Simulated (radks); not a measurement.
Results of a calculation; reference values are marked as such.
Species: Zn+. Configuration: [Ar] 3d10 4s1 (the NIST ground configuration).

Code: a radial shooting solver on a logarithmic mesh with Libxc functionals. Model: scalar-relativistic Kohn-Sham, PBEsol, spin-polarised, spherical densities, point nucleus; open shells are filled with parallel spins first.

Energy parts (hartree):
part                       energy
total                 -1794.24949
kinetic                1822.64983
electron-nucleus      -4315.25035
Hartree                 768.22510
exchange-correlation    -69.87408

Orbitals (lengths in bohr, moments of r in powers of bohr):
orbital  occ.  eigenvalue (hartree)   <1/r>       <r^4>
1s up       1             -350.1075   30.21  0.00002989
1s down     1             -350.1057   30.21  0.00002989
2s up       1             -42.87576   6.582    0.006345
2s down     1             -42.87623   6.581    0.006345
2p up       3             -37.22410   6.459    0.004699
2p down     3             -37.22410   6.459    0.004699
3s up       1              -5.09120   2.087      0.4734
3s down     1              -5.09095   2.088      0.4712
3p up       3              -3.41393   1.932      0.6498
3p down     3              -3.41282   1.934      0.6429
3d up       5              -0.72909   1.512       3.484
3d down     5              -0.72104   1.527       3.133
4s up       1              -0.53497  0.5443       69.19
4s down     0              -0.48488  0.5445       71.85

The highest occupied level is 4s up at -14.557 eV. Summed over all electrons, <r^2> = 22.36 bohr^2, which gives a Langevin (diamagnetic) susceptibility term of -17.7 x 10^-6 cm^3/mol. Spin moment in Bohr magnetons: 1. The density falls to 0.001 e/bohr^3 at r = 3.61 bohr.
